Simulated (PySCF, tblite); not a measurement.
C5H7OPS.
Geometry (GFN2-xTB, Å), atoms numbered from 1 in this order:
```
atom  x, y, z in Å
C1    -2.1405    0.4208   -0.9360
P2    -1.2470   -0.1353    0.5563
O3    -1.7910   -1.3493    1.1646
C4     0.4898   -0.2518    0.1050
C5     1.3079    0.7904   -0.4018
C6     2.5712    0.3725   -0.6531
S7     2.7916   -1.2949   -0.2802
C8     1.1621   -1.4310    0.2239
H9    -2.1057   -0.3894   -1.6637
H10   -3.1789    0.5955   -0.6595
H11   -1.7096    1.3217   -1.3608
H12   -1.2851    0.9867    1.3879
H13    0.9614    1.7961   -0.5597
H14    3.3972    0.9372   -1.0375
H15    0.7722   -2.3614    0.5870
```

Computed with PBE0/def2-SVPD in PySCF (dipole) on a GFN2-xTB geometry, gas phase.

Take the most abundant isotopes and a rigid rotor. The values belong to one conformer with, in the numbering `[CH3:1][P@@H:2](=[O:3])[c:4]1[cH:5][cH:6][s:7][cH:8]1`, C1–P2–C4–C5 58°.

Question: Give the principal moments of inertia and the rotational constants in cm⁻¹.

Answer: Ia = 146.51, Ib = 573.47, Ic = 670.23 u·Å²; 505379 MHz·u·Å²/I gives 3449, 881.3 and 754.0 MHz, that is A = 0.11506, B = 0.02940, C = 0.02515 cm⁻¹.

Question: Classify the top.

Answer: A near-prolate asymmetric top; Ray's κ = -0.906.

Question: Is it planar, by Δ = Ic − Ia − Ib?

Answer: Not planar: Δ = Ic − Ia − Ib = -49.75 u·Å². For a rigid frame Δ = −2 Σ m c², so Σ m c² = 24.87 u·Å² lies off the ab plane: 7.76 from hydrogen and 17.12 from heavier atoms. The atom farthest from that plane is 1.87 Å away.

Question: List the rotational levels J(Ka,Kc) to J = 2 (cm⁻¹).

Answer: Above 0(0,0):
J = 1: 1(0,1) 0.0545, 1(1,1) 0.1402, 1(1,0) 0.1445
J = 2: 2(0,2) 0.1635, 2(1,2) 0.2451, 2(1,1) 0.2578, 2(2,1) 0.5148, 2(2,0) 0.5149
Those of J = 1 are B + C, A + C and A + B.

Question: Predict some low-J microwave lines.

Answer: The dipole components are |μa| = 1.70 D, |μb| = 3.94 D, |μc| = 0.17 D. The squared components, which scale the intensities, stand as 0.19 : 1.00 : 0.00 (a : b : c). Some lines, for components of 0.1 D or more:

```csv
type,branch,"J(Ka,Kc)",MHz,lower level (cm⁻¹)
a,Q,"2(1,1) ← 2(1,2)",382,0.245
a,Q,"4(1,3) ← 4(1,4)",1272,0.612
c,Q,"4(1,4) ← 4(0,4)",2053,0.543
c,Q,"2(1,2) ← 2(0,2)",2446,0.163
b,Q,"5(1,4) ← 5(0,5)",3711,0.813
b,R,"1(1,1) ← 0(0,0)",4203,0.000
b,R,"4(0,4) ← 3(1,3)",4225,0.402
a,R,"4(0,4) ← 3(0,3)",6495,0.327
a,R,"4(1,3) ← 3(1,2)",6786,0.428
a,R,"5(4,2) ← 4(4,1)",8187,1.950
a,R,"5(3,2) ← 4(3,1)",8194,1.336
c,R,"4(1,3) ← 3(0,3)",9820,0.327
b,R,"2(2,1) ← 1(1,0)",11102,0.144
b,R,"2(2,0) ← 1(1,1)",11234,0.140
b,R,"3(2,2) ← 2(1,1)",12610,0.258
b,R,"3(2,1) ← 2(1,2)",13015,0.245
c,Q,"5(3,3) ← 5(2,3)",13040,1.174
c,Q,"3(3,1) ← 3(2,1)",13139,0.679
b,Q,"5(3,3) ← 5(2,4)",13199,1.169
c,R,"5(2,4) ← 4(1,4)",16706,0.612
b,R,"3(3,1) ← 2(2,0)",18063,0.515
c,R,"3(3,1) ← 2(2,1)",18068,0.515
b,Q,"5(5,0) ← 5(4,1)",23677,2.223
b,Q,"5(5,1) ← 5(4,2)",23677,2.223
c,R,"4(4,0) ← 3(3,0)",24964,1.117
b,R,"5(5,1) ← 4(4,0)",31863,1.950
```

Its GFN2-xTB frequencies are all real (lowest 46 cm⁻¹). These are rigid-rotor constants of the computed structure; measured ground-state constants (B0) also hold zero-point vibration. A rigid rotor knows nothing of internal rotation, which can split or shift real lines.
